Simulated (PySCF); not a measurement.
Cl₂Sr, triplet, geometry from GFN2-xTB (such geometries of metal compounds can be far from the true shape) (a higher spin typed on purpose: for a closed-shell molecule this is an excited state) (core potentials on Sr). Base run: DF-PBE/def2-TZVP run with PySCF.

Here is a job for PySCF.
```python
from pyscf import gto, scf, dft

mol = gto.M(
    atom='''
Sr    0.50354995   -0.98029751    0.16357802
Cl    0.31464289    1.39392006   -1.09624314
Cl   -1.44022513    0.79733320    0.73059816
''',
    basis='def2-tzvp',
    ecp={'Sr': 'def2-tzvp'},
    spin=2,
    verbose=4,
)

mf = dft.UKS(mol)
mf.xc = 'pbe'
mf = mf.density_fit(auxbasis='def2-universal-jkfit')
mf.kernel()
```

The base run was repeated with changes; each row names its change, and settings that it needs were set with it.

```tsv
change	basis functions	E (Eh)	HOMO (eV)	dipole (D)
base	107	-950.80642	-3.40	2.89
basis = ANO-RCC-VDZP; relativity = spin-free X2C (without ecp={'Sr': 'def2-tzvp'}; without mf = mf.density_fit(auxbasis='def2-universal-jkfit'))	67	-4101.78259	-3.57	3.60
basis = jorge-DZP-DKH; relativity = none (without ecp={'Sr': 'def2-tzvp'}; without mf = mf.density_fit(auxbasis='def2-universal-jkfit'))	84	-4037.90244	-3.48	3.21
basis = x2c-TZVPall; relativity = spin-free X2C; nucleus = Gaussian (with nucmod='G'; without ecp={'Sr': 'def2-tzvp'}; without mf = mf.density_fit(auxbasis='def2-universal-jkfit'))	137	-4101.83027	-3.39	2.83
basis = ANO-RCC-VDZP; relativity = none (without ecp={'Sr': 'def2-tzvp'}; without mf = mf.density_fit(auxbasis='def2-universal-jkfit'))	67	-4017.45315	-3.47	3.15
basis = x2c-TZVPall; relativity = none (without ecp={'Sr': 'def2-tzvp'}; without mf = mf.density_fit(auxbasis='def2-universal-jkfit'))	137	-4026.77641	-3.29	2.69
basis = jorge-DZP-DKH; relativity = spin-free X2C; nucleus = Gaussian (with nucmod='G'; without ecp={'Sr': 'def2-tzvp'}; without mf = mf.density_fit(auxbasis='def2-universal-jkfit'))	84	-4101.51828	-3.57	3.38
basis = jorge-DZP-DKH; relativity = spin-free X2C (without ecp={'Sr': 'def2-tzvp'}; without mf = mf.density_fit(auxbasis='def2-universal-jkfit'))	84	-4101.54924	-3.57	3.38
basis = x2c-TZVPall; relativity = spin-free X2C (without ecp={'Sr': 'def2-tzvp'}; without mf = mf.density_fit(auxbasis='def2-universal-jkfit'))	137	-4101.86000	-3.39	2.83
basis = ANO-RCC-VDZP; relativity = spin-free X2C; nucleus = Gaussian (with nucmod='G'; without ecp={'Sr': 'def2-tzvp'}; without mf = mf.density_fit(auxbasis='def2-universal-jkfit'))	67	-4101.74759	-3.57	3.60
```

Totals shift with the method and basis; they matter in differences.

Open shells are given as the SCF converged; they aren't shown to be the lowest states, and a large step between rows can be another state.

Basis sets contracted for a relativistic Hamiltonian are a mismatch without it, so the rows without relativity aren't non-relativistic limits. No row has spin-orbit coupling; sets with core potentials leave out the core electrons.
